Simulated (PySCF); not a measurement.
# Molecular orbitals of SiRu

PBE at R = 2.085 Å; Si def2-TZVPP, Ru def2-TZVPP with ECP28; scalar-relativistic core potentials (PySCF 2.14). State: ³Δ (triplet), unpaired electrons σ ↑, δ ↑. Only the outer orbitals are listed, counted within each symmetry, core potentials removing the inner ones.

```
spin  orbital  occ.  ε (eV)  on Si (%)            main shells (%)
   α       6σ     1  -10.55         82           81 Si s, 10 Ru d
   α       3π     1   -6.07         22           78 Ru d, 20 Si p
   α       3π     1   -6.07         22           78 Ru d, 20 Si p
   α       7σ     1   -6.02         32           65 Ru d, 23 Si p
   α       1δ     1   -5.62          0                   100 Ru d
   α       1δ     1   -4.84          1                    99 Ru d
   α       8σ     1   -4.60         29   60 Ru s, 29 Si p, 9 Ru d
   α       4π     0   -2.89         62  62 Si p, 22 Ru p, 16 Ru d
   α       4π     0   -2.89         62  62 Si p, 22 Ru p, 16 Ru d
   α       9σ     0   -1.77         39  38 Si p, 29 Ru p, 26 Ru s
   β       6σ     1  -10.67         85            85 Si s, 8 Ru d
   β       3π     1   -5.54         37           63 Ru d, 35 Si p
   β       3π     1   -5.54         37           63 Ru d, 35 Si p
   β       7σ     1   -5.46         48           48 Ru d, 39 Si p
   β       1δ     1   -4.08          1                    99 Ru d
   β       8σ     0   -3.50         23  52 Ru s, 25 Ru d, 22 Si p
   β       1δ     0   -3.26          1                    99 Ru d
   β       4π     0   -2.65         58  57 Si p, 31 Ru d, 11 Ru p
```

Problem. Which are the highest filled and the lowest empty level, where do they sit, and how wide is the gap?

Solution. Highest filled β 1δ at -4.08 eV (in %: 99 Ru d); lowest empty β 8σ at -3.50 eV (in %: 52 Ru s, 25 Ru d, 22 Si p); the gap at PBE is 0.58 eV.

```json
{
 "bond order (Mayer)": "2.87",
 "⟨S²⟩": "2.057",
 "charge on Si (Mulliken, basis-dependent)": "0.02",
 "charge on Si (Löwdin, basis-dependent)": "0.25",
 "dipole moment (positive dipole means Si(−)Ru(+))": "1.05 D",
 "polarisability along the bond": "111.5 bohr³",
 "polarisability across the bond": "64.4 bohr³"
}
```

Spin–orbit coupling is left out. The state is the lowest single determinant that the PBE0 search found; with open d or f shells the true ground state can be another one.
